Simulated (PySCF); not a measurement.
# [PbO]2+: one run

[PbO]2+ (singlet). PySCF 2.14.0, RKS PBE0, Pb def2-SVP with ECP60, O def2-SVP; non-relativistic Hamiltonian with scalar-relativistic core potentials where named; density fitting; no spin-orbit coupling. Purpose: singlet excitations, Tamm-Dancoff PBE0.

```python
mol = gto.M(atom='''
Pb     0.00000    -0.00000    -0.63471
O      0.00000     0.00000     2.01750''',
    basis={'Pb': 'def2-SVP', 'O': 'def2-SVP'},
    ecp={'Pb': 'def2-SVP'},
    charge=2, spin=0)
mf = dft.RKS(mol, xc='PBE0')
mf.grids.atom_grid = (50, 194)
mf = mf.density_fit()  # fitting sets: Pb def2-universal-JKFIT, O def2-universal-JKFIT
mf.conv_tol = 1e-08; mf.max_cycle = 55
mf.kernel(dm0)  # dm0: converged density of the relaxed state
td = mf.TDA(); td.nstates = 8; td.kernel()
```

Run from Python with OMP_NUM_THREADS=2; the lines above give its settings. Where DIIS fails, smearing, a level shift and second-order steps follow.
It took 2.3 s on 2 threads of Arm Neoverse V1, on a shared host, from an already converged density.

Task: Where do the frontier levels lie, over both spins?

Result: HOMO -22.45 eV, LUMO -19.46 eV. 

Task: What does the SCF print?

Result: 
```
init E= -266.917753093264
cycle= 1 E= -266.919532687933  delta_E= -0.00178  |g|= 0.0327  |ddm|= 0.181
cycle= 2 E= -266.919454943878  delta_E= 7.77e-05  |g|= 0.0367  |ddm|= 0.0652
cycle= 3 E= -266.919799147601  delta_E= -0.000344  |g|= 0.00107  |ddm|= 0.0361
cycle= 4 E= -266.919799401815  delta_E= -2.54e-07  |g|= 0.000185  |ddm|= 0.00166
cycle= 5 E= -266.91979941008  delta_E= -8.26e-09  |g|= 2.41e-05  |ddm|= 0.000344
Extra cycle  E= -266.919799411648  delta_E= -1.57e-09  |g|= 1.99e-05  |ddm|= 0.000119
converged SCF energy = -266.919799411648
```

Task: What are the Mulliken charges and spins?

Result: 
```tsv
atom	charge (e)	spin (e)
Pb1	1.806	0.000
O2	0.194	0.000
```

Task: Which singlet excitations follow (Tamm-Dancoff, 8 states)?

Result: 
| state | eV | oscillator strength |
| --- | --- | --- |
| 1 | 5.58 | 0.0000 |
| 2 | 5.70 | 0.0002 |
| 3 | 5.86 | 0.0081 |
| 4 | 5.90 | 0.0078 |
| 5 | 6.08 | 0.0018 |
| 6 | 6.81 | 0.0023 |
| 7 | 8.39 | 0.7266 |
| 8 | 12.21 | 0.7361 |
Functionals without range separation put charge-transfer states too low; the basis has no diffuse functions.

The geometry was relaxed with BP86 (Pb def2-SVP with ECP60, O def2-SVP).
